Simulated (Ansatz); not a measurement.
A nudged elastic band was laid between two geometries of C₂H₈S₂Si (13 atoms, charge 0, multiplicity 1).

Level of theory: RKS r2SCAN-D4/6-31G in Ansatz.

```json
{
  "movable images": "7",
  "climbing image": "yes",
  "spring": "5.0 eV/Å²",
  "optimiser": "quadratic models (default)",
  "start path": "through a guess of the saddle point",
  "force threshold": "0.03 eV/Å",
  "iteration limit": "30",
  "end points": "relaxed"
}
```

Image 0:

```xyz
13
Properties=species:S:1:pos:R:3
Si -1.628 -0.803 -0.808
C 0.220 -1.289 -0.610
S 1.379 0.219 -0.690
C 1.125 0.840 1.076
S 1.706 2.610 1.273
H -1.990 0.256 0.197
H -1.858 -0.268 -2.190
H -2.515 -1.999 -0.579
H 0.536 -1.930 -1.440
H 0.420 -1.833 0.320
H 0.067 0.754 1.334
H 1.736 0.256 1.767
H 0.821 3.154 0.366
```

Image 8:

```xyz
13
Properties=species:S:1:pos:R:3
Si -1.669 -1.099 -0.714
C 0.251 -1.133 -0.699
S 1.034 0.592 -0.862
C 0.645 1.246 0.869
S 1.676 2.760 1.262
H -2.175 -0.212 0.390
H -2.153 -0.572 -2.031
H -2.212 -2.486 -0.495
H 0.626 -1.688 -1.566
H 0.653 -1.614 0.201
H -0.392 1.579 0.933
H 0.835 0.452 1.596
H 2.901 2.140 1.131
```

What changes between the two ends?

No bond is made or broken. The dihedral S3–C4–S5–H13 goes from 62 to -60°.

What energy profile does the band end with?

It converged. The highest image is number 5 of 0 to 8, 14.1 kJ/mol above the ends, which have the same energy within 2 meV. A vibrational analysis at the climbing image gives one clearly imaginary mode, 102i cm⁻¹: a first-order saddle point. Limits of this set-up: no polarisation functions.

```
image  path coordinate (Å)  energy (kJ/mol)  dihedral S3–C4–S5–H13 (°)
    0                 0.00              0.0                         62
    1                 0.61              0.5                         65
    2                 1.22              2.8                         81
    3                 1.83              7.9                        112
    4                 2.44             11.7                        147
    5                 3.06             14.1                        180
    6                 4.03             10.0                       -124
    7                 5.01              2.1                        -75
    8                 5.99              0.1                        -60
```

What is the geometry of the highest image?


```xyz
13
Properties=species:S:1:pos:R:3:forces:R:3
Si -1.675 -0.986 -0.790 0.02 0.00 0.00
C 0.214 -1.305 -0.634 -0.02 0.00 -0.01
S 1.262 0.251 -0.931 0.00 0.00 0.01
C 0.978 1.053 0.749 -0.01 0.00 -0.01
S 1.910 2.700 0.734 0.00 0.00 0.01
H -2.089 0.135 0.122 0.00 0.00 0.00
H -2.005 -0.620 -2.206 0.00 0.00 0.00
H -2.440 -2.223 -0.398 0.00 0.00 0.00
H 0.541 -2.009 -1.407 0.00 0.00 0.00
H 0.492 -1.731 0.338 0.00 0.00 0.00
H -0.089 1.236 0.894 0.02 0.00 0.00
H 1.385 0.405 1.529 0.00 0.00 0.00
H 1.536 3.057 2.014 0.00 0.00 -0.01
```

What are the harmonic wavenumbers there?

102i, 69, 84, 117, 176, 190, 275, 506, 527, 637, 685, 713, 733, 827, 883, 895, 916, 924, 932, 1120, 1146, 1214, 1267, 1467, 1498, 2155, 2179, 2202, 2501, 3076, 3087, 3153, 3177 cm⁻¹.

Run time: 10 min on 1 thread of Intel(R) Xeon(R) 6975P-C (Granite Rapids), with other jobs on the host, peak memory 0.18 GiB.
